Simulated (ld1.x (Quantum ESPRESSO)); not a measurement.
## Building the ultrasoft potential for magnesium (Mg) (PBEsol, non-relativistic).

Input for ld1.x (Quantum ESPRESSO) 7.5:

```
&input
   title='Mg', zed=12., rel=0, dft='PBESOL', iswitch=3,
   config='[Ne] 3s2 3p0 3d-2',
   nld=3, rlderiv=1.30, eminld=-8.0, emaxld=5.0, deld=0.04
 /
 &inputp
   pseudotype=3, tm=.true., lloc=-1, rcloc=1.10,
   nlcc=.false.,
   which_augfun='PSQ', rmatch_augfun=0.65,
   file_pseudopw='Mg.UPF', file_wfcaegen='ae.wfc', file_wfcncgen='nc.wfc', file_beta='beta', file_chi='chi', file_wfcusgen='us.wfc'
 /
5
2S  1  0   2.00   0.00  1.00  1.10  0.0
3S  2  0   2.00   0.00  1.00  1.10  0.0
2P  2  1   6.00   0.00  1.05  1.20  0.0
3P  3  1   0.00   0.00  1.05  1.20  0.0
3D  3  2  -2.00   0.40  0.90  1.20  0.0
 &test
   configts(1)='2s2 2p6 3s2 3p0'
 /
```

Command:

```bash
ld1.x < Mg.in > Mg.out
```

Output (shortened: banner, matrices, multipoles, cross overlaps and the repeated all-electron block are left out):

```
Program LD1 v.7.5

     !!!!!!!!!!!!!!!!!!! WARNING !!!!!!!!!!!!!!!!!!!!!!!
     Message from routine ld1_readin:
     US requires at least two energies per channel 3D
     !!!!!!!!!!!!!!!!!!!!!!!!!!!!!!!!!!!!!!!!!!!!!!!!!!!
     --------------------------- All-electron run ----------------------------

     Mg

     atomic number is 12.00
     dft =PBESOL   lsd =0 sic =0 latt =0  beta=0.20 tr2=1.0E-14
     Exchange-correlation= PBESOL
                           (   1   4  10   8   0   0   0)
     mesh =1129 r(mesh) = 100.99726 a.u. xmin = -7.00 dx = 0.01250
     1 Ry =  13.60569312 eV

     n l     nl                  e(Ry)          e(Ha)          e(eV)
     1 0     1S 1( 2.00)       -92.1814       -46.0907     -1254.1925
     2 0     2S 1( 2.00)        -5.8286        -2.9143       -79.3015
     2 1     2P 1( 6.00)        -3.4245        -1.7123       -46.5929
     3 0     3S 1( 2.00)        -0.3434        -0.1717        -4.6725
     3 1     3P 1( 0.00)        -0.0965        -0.0482        -1.3128

     final scf error:  9.4E-15 reached in  26 iterations

     Etot =    -399.035432 Ry,    -199.517716 Ha,   -5429.153632 eV

     Ekin =     398.206687 Ry,     199.103343 Ha,    5417.877976 eV
     Encl =    -956.933989 Ry,    -478.466995 Ha,  -13019.750197 eV
     Eh   =     191.391670 Ry,      95.695835 Ha,    2604.016323 eV
     Exc  =     -31.699799 Ry,     -15.849899 Ha,    -431.297734 eV

     normalization and overlap integrals

     s(1S/1S) =  1.000000  <r> =   0.1311  <r2> =    0.0232  r(max) =   0.0854
     s(2S/2S) =  1.000000  <r> =   0.7001  <r2> =    0.5903  r(max) =   0.5502
     s(2P/2P) =  1.000000  <r> =   0.6901  <r2> =    0.6124  r(max) =   0.4796
     s(3S/3S) =  1.000000  <r> =   3.1582  <r2> =   11.6948  r(max) =   2.5602
     s(3P/3P) =  1.000000  <r> =   4.5543  <r2> =   25.0788  r(max) =   3.4994

     ------------------------ End of All-electron run ------------------------

     --------------------- Generating US pseudopotential ---------------------

      Generating local potential from pseudized AE potential:
      Matching radius rcloc =   1.1000

      Local pseudo, rcloc= 1.094 Estimated cut-off energy=    20.20 Ry
      Wfc-us  2S rcutus= 1.094  Estimated cut-off energy=    43.08 Ry
      Wfc-us  3S rcutus= 1.094  Estimated cut-off energy=    86.59 Ry
      Wfc-us  2P rcutus= 1.209  Estimated cut-off energy=    56.14 Ry
      Wfc-us  3P rcutus= 1.209  Estimated cut-off energy=   106.46 Ry
      Wfc-us  3D rcutus= 1.209  Estimated cut-off energy=    70.50 Ry

     Q pseudized with Bessel functions
     Expected ecutrho=     981.6050 due to l1=  2   l2=  2

     ------------------- End of pseudopotential generation -------------------

     Computing logarithmic derivative in   1.29546
     Computing logarithmic derivative in   1.29546
     Computing the partial wave expansion
     R is outside the sphere for l=    0 j= 0.00
     R is outside the sphere for l=    0 j= 0.00
     R is outside the sphere for l=    1 j= 0.00
     R is outside the sphere for l=    1 j= 0.00
     R is outside the sphere for l=    2 j= 0.00

     ---------------------- Testing the pseudopotential ----------------------

     Mg

     atomic number is 12.00   valence charge is 10.00
     dft =PBESOL   lsd =0 sic =0 latt =0  beta=0.20 tr2=1.0E-14
     mesh =1129 r(mesh) = 100.99726 xmin = -7.00 dx = 0.01250

     n l     nl             e AE (Ry)        e PS (Ry)    De AE-PS (Ry)
     1 0     2S   1( 2.00)       -5.82855       -5.82855        0.00000
     2 1     2P   1( 6.00)       -3.42452       -3.42452        0.00000
     2 0     3S   1( 2.00)       -0.34342       -0.34342        0.00000
     3 1     3P   1( 0.00)       -0.09649       -0.09649        0.00000

     eps = 1.6E-15  iter =  1

     Etot =    -399.035432 Ry,    -199.517716 Ha,   -5429.153632 eV
     Etotps =  -126.184335 Ry,     -63.092167 Ha,   -1716.825334 eV

     Ekin =      35.337653 Ry,      17.668827 Ha,     480.793269 eV
     Encl =    -250.614644 Ry,    -125.307322 Ha,   -3409.785932 eV
     Ehrt =      98.394403 Ry,      49.197202 Ha,    1338.724058 eV
     Ecxc =     -16.587261 Ry,      -8.293631 Ha,    -225.681188 eV
     Epseu=       7.285513 Ry,       3.642757 Ha,      99.124459 eV

     ---------------------- End of pseudopotential test ----------------------
```

Generation and configuration tests took about 0.68 s on one core of a shared server CPU.
